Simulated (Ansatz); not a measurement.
The cluster Cd₂Se₃⁻, relaxed as a doublet with UKS r2SCAN-D4/def2-SVPD in Ansatz, starting from the GFN1-xTB geometry. Force threshold 0.02 eV/Å.

In the def2 sets Cd takes a core potential; there is no spin–orbit coupling. Another isomer (doublet) lies 0.05 eV lower at PBE0-D4/def2-TZVPD; other spin states weren't run for this one.

Start:

```xyz
5

Cd    1.4811   -1.9107   -0.2788
Cd   -1.4755    1.9213    0.2653
Se   -2.7916    3.8960    0.2223
Se    2.9234   -3.7138   -0.8348
Se   -0.1374   -0.1929    0.6260
```

(1) Estimate the energy that the relaxation releases and the steps that it takes.

(2) Does the start keep its bonding and symmetry?

(3) Predict the relaxed structure.

## Answers

(1) 0.48 eV, in 12 steps; 2 min on 4 threads of Arm Neoverse V2 on a shared host. No frequencies were taken in this run, so the end may be a saddle point.

(2) By distances, no bond broke or formed. The bond that changes most is Cd2–Se5, from 2.53 to 2.48 Å (atoms count from 1). Point group C2 at the start, C2v at the end, both within 0.05 Å.

(3) 
```xyz
5

Cd    1.049   -1.536    0.041
Cd   -1.156    1.387    0.449
Se   -1.993    3.319   -0.728
Se    2.494   -2.623   -1.557
Se   -0.393   -0.547    1.795
```
Bond lengths (bridged metal pairs left out): 4 × Cd–Se 2.41 to 2.48 Å.
